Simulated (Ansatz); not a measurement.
`[NH]=[Nb]([NH2])([F])[Cl]` + H–F → `[NH]=[Nb]([NH2])([F])[F]` + HCl  (ligand exchange at the Nb–Cl bond)

Gas-phase electronic energies from Ansatz, PBE0-D4/def2-TZVP geometries. CCSD(T)/CBS adds triple-zeta CCSD(T) − MP2 to the extrapolated MP2 energy (def2 sets, frozen cores). This one scheme is used for every species. Functionals use def2-TZVPP. def2 core potentials past Kr. For Nb outer-core shells are correlated without core-valence functions, which leaves a few kJ/mol of doubt a bond. One conformer a species, not always the lowest.

`[NH]=[Nb]([NH2])([F])[Cl]`:

```xyz
8

N     0.632   -0.813    1.317
Nb   -0.535   -0.301    0.140
N     0.518    0.825   -1.051
F    -1.239   -1.776   -0.787
Cl   -2.208    0.935    1.157
H     1.215   -1.193    2.048
H     1.497    1.046   -0.962
H     0.119    1.278   -1.863
```

H–F:

Cartesian coordinates in Å:
```
F 0.092 0.378 0.245
H -0.092 -0.378 -0.245
```

`[NH]=[Nb]([NH2])([F])[F]`:

Cartesian coordinates in Å:
```
N 1.143 1.147 0.410
Nb -0.047 -0.098 0.644
N -0.600 -0.527 -1.180
F 0.713 -1.603 1.482
F -1.503 0.547 1.648
H 1.846 1.870 0.413
H -0.254 -0.105 -2.028
H -1.298 -1.230 -1.389
```

HCl:

Cartesian coordinates in Å:
```
Cl -0.234 0.399 -0.442
H 0.234 -0.399 0.442
```

| level | ΔE (kcal/mol) | difference from CCSD(T)/CBS |
| --- | --- | --- |
| LDA (SPW92) | -1.2 | -2.7 |
| PBE-D4 | -1.1 | -2.6 |
| revPBE-D4 | -0.9 | -2.4 |
| r2SCANh-D4 | -0.8 | -2.3 |
| revPBE | -2.2 | -3.7 |
| PBE0 | -0.5 | -2.0 |
| LC-ωPBE | -3.8 | -5.3 |
| RPA@PBE/def2-TZVPP | -0.7 | -2.2 |
| CCSD/def2-TZVPP | -0.2 | -1.7 |
| HF/CBS(def2) | -1.7 | -3.2 |
| CCSD(T)/CBS | 1.5 | 0 |

Question: What do rigid-rotor, harmonic-oscillator terms from PBE0-D4/def2-TZVP frequencies (298.15 K, 1 bar) make of the CCSD(T)/CBS value? (Estimate.)

Answer: The calculation gave: ΔZPE = -1.2 kcal/mol, ΔH = +0.2 kcal/mol, ΔS = 1 J/(mol·K), ΔG = +0.1 kcal/mol.

Largest T1 diagnostic among the species: 0.020, so the coupled-cluster value is less sure than usual.

Leaving LDA and LC-ωPBE aside and taking each functional with its dispersion term where it has one, the values, not all of them listed here, spread over 4.5 kcal/mol, from CAM-B3LYP-D4 to PBE-QIDH. From PBE to PBE0 (25 % exact exchange), in def2-TZVPP and without D4, ΔE moves by +1.4 kcal/mol.
